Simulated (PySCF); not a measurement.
One of the candidates below gave these computed data.

* NMR, other nuclei: isotropic shieldings of nuclei other than C and H, by class: 248 (1 N), 352 (1 F), 482 (1 F), 385 (1 Si), 391 (1 Si) ppm [GIAO PBE0/pcSseg-1]
* Dipole: 2.75 D [PBE0/pcSseg-1]
* 13C NMR: chemical shifts (computed TMS as zero) by class: 110.4 (1 C), 85.8 (1 C), 79.4 (1 C), 5.5 (1 C) ppm [GIAO PBE0/pcSseg-1]
* 1H NMR: chemical shifts (computed TMS as zero) by class: 5.20 (1 H), 5.09 (1 H), 5.04 (1 H), 4.94 (1 H), 4.82 (1 H), 2.09 (3 H), 0.15 (1 H) ppm [GIAO PBE0/pcSseg-1]
* Rotational structure: rotational constants A, B, C: 1.749, 0.477, 0.403 GHz [GFN2-xTB]

Gas-phase values; electronic properties from PySCF, density fitting. Levels stand in brackets. The structure is a single GFN2-xTB conformer in the gas phase; no vibrational or solvent corrections. GFN2-xTB frequencies show an imaginary mode (24i cm⁻¹), so this geometry is no minimum at that level. Each NMR value is the plain mean over a class of atoms that symmetry, rotation or inversion makes alike.

Task: Which candidate is it?
A. `N#CC[Si@H](F)N[SiH2]CF`
B. `CC#C[Si@H](F)N[SiH2]CF`
C. `CC#CC(F)(F)[SiH2][SiH2]N`
D. `CN(C)[Si@H](F)N[SiH2]CF`

Result: B. It is `CC#C[Si@H](F)N[SiH2]CF`. Numbering: `[CH3:1][C:2]#[C:3][Si@H:4]([F:5])[NH:6][SiH2:7][CH2:8][F:9]`. Its formula, C4H9F2NSi2, gives 2 degrees of unsaturation: 0 rings and 2 π bonds in the structure found. 4 carbons fall into 4 classes; from least to most shielded: alkyne carbon [C2] (110.4 ppm), alkyne carbon [C3] (85.8 ppm), sp3 C–F carbon [C8] (79.4 ppm), propargylic carbon [C1] (5.5 ppm). Hydrogen classes from least to most shielded: 1 H on a fluorine-bound silicon, Si4 (5.20 ppm), 1 H on an SiH2 silicon, Si7 (5.09 ppm), 1 H on an sp3 C–F carbon, C8 (5.04 ppm), 1 H on an sp3 C–F carbon, C8 (4.94 ppm), 1 H on an SiH2 silicon, Si7 (4.82 ppm), 3 H on a propargylic carbon, C1 (2.09 ppm), 1 H on a nitrogen bridging silicon atoms, N6 (0.15 ppm). The other shieldings belong to: 248 ppm, nitrogen bridging silicon atoms [N6]; 352 ppm, silicon-bound fluorine [F5]; 482 ppm, alkyl fluorine [F9]; 385 ppm, fluorine-bound silicon [Si4]; 391 ppm, SiH2 silicon [Si7]. The optimised geometry has point group C1 and is an asymmetric top.

The others, at the same levels:
- `CC#CC(F)(F)[SiH2][SiH2]N` fails: its computed 13C shifts are 124.6 (1 C), 98.4 (1 C), 80.3 (1 C), 4.9 (1 C) ppm, 1H shifts are 5.28 (2 H), 4.20 (2 H), 2.16 (3 H), -0.27 (2 H) ppm and rotational constant A is 2.644 GHz (against 1.749 GHz).
- `N#CC[Si@H](F)N[SiH2]CF` fails: it has 8 hydrogens where the 1H data count 9; its computed 13C shifts are 121.5 (1 C), 78.4 (1 C), 4.1 (1 C) ppm, 1H shifts are 5.44 (1 H), 5.29 (1 H), 5.19 (1 H), 5.06 (1 H), 4.89 (1 H), 1.88 (1 H), 1.67 (1 H), 1.25 (1 H) ppm and rotational constant A is 1.914 GHz (against 1.749 GHz).
- `CN(C)[Si@H](F)N[SiH2]CF` fails: it has 12 hydrogens where the 1H data count 9; its computed 13C shifts are 79.4 (1 C), 38.4 (2 C) ppm, 1H shifts are 5.08 (1 H), 5.00 (1 H), 4.92 (1 H), 4.87 (1 H), 4.67 (1 H), 2.65 (6 H), 1.16 (1 H) ppm and rotational constant A is 1.991 GHz (against 1.749 GHz).

Each candidate is one conformer, not necessarily the lowest. Dipoles, sizes and rotational constants follow the conformer. The torsions of the flexible species, by atom-mapped SMILES:
- `[CH3:1][C:2]#[C:3][Si@H:4]([F:5])[NH:6][SiH2:7][CH2:8][F:9]`: C3–Si4–N6–Si7 138°, Si4–N6–Si7–C8 -178°, N6–Si7–C8–F9 -52°
- `[CH3:1][C:2]#[C:3][C:4]([F:5])([F:6])[SiH2:7][SiH2:8][NH2:9]`: C3–C4–Si7–Si8 179°, C4–Si7–Si8–N9 178°, H–N9–Si8–Si7 -53°, H–N9–Si8–Si7 169°
- `[N:1]#[C:2][CH2:3][Si@H:4]([F:5])[NH:6][SiH2:7][CH2:8][F:9]`: C2–C3–Si4–F5 155°, C3–Si4–N6–Si7 166°, Si4–N6–Si7–C8 -1°, N6–Si7–C8–F9 60°
- `[CH3:1][N:2]([CH3:3])[Si@H:4]([F:5])[NH:6][SiH2:7][CH2:8][F:9]`: C1–N2–Si4–F5 -39°, N2–Si4–N6–Si7 -179°, Si4–N6–Si7–C8 175°, N6–Si7–C8–F9 51°
